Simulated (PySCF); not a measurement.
3-chloropivalic acid, C5H9ClO2.
Numbering: `[CH3:1][C:2]([CH3:3])([CH2:4][Cl:5])[C:6](=[O:7])[OH:8]` (hydrogens: H9, H10, H11 on C1; H12, H13, H14 on C3; H15, H16 on C4; H17 on O8)

Theory: PBE0-D3(BJ)/def2-SVP geometry optimisation, gas phase (PySCF 2.14.0).

Question: Give the optimised bond lengths and angles.

Answer: 
```
                  bond  length (Å)   order
          C1–C2, C2–C3       1.533  single
                 C2–C4       1.531  single
                C4–Cl5       1.788  single
                 C2–C6       1.522  single
                 C6=O7       1.204  double
                 C6–O8       1.338  single
C1–H9 and 5 like bonds       1.099  single
        C4–H15, C4–H16       1.097  single
                O8–H17       0.970  single
```

Bonds in one row agree within 0.01 Å and their mean is given. Orders are formal, as drawn. A selection of angles:
```
    angle  degrees
 C1–C2–C3    110.4
 C1–C2–C4    111.3
 C1–C2–C6    108.8
 C4–C2–C6    106.0
C2–C4–Cl5    112.6
 C2–C6–O7    125.4
 C2–C6–O8    112.3
 O7–C6–O8    122.3
H17–O8–C6    106.5
```

Dihedral angles: C1–C2–C4–Cl5 -62° (synclinal); C1–C2–C6–O7 -119° (anticlinal); H17–O8–C6–C2 180° (antiperiplanar).

The C–O distances run from 1.204 Å (C6=O7, drawn double) to 1.338 Å (C6–O8, drawn single), a spread of 0.134 Å. O8 (acid hydroxyl oxygen) is bent (angle 106.5°). Of the pairs four or more bonds apart, Cl5···H12 is among the closest relative to their van der Waals radii: 2.76 Å, 93 % of the sum of Bondi's values.

Point group: Cs (tolerance 0.08 Å). No PBE0-D3(BJ)/def2-SVP frequencies stand behind this structure, so it isn't proved a minimum. The numbers are those of one conformer (C1–C2–C4–Cl5 -62°, C1–C2–C6–O7 -119°, C2–C6–O8–H 180°).
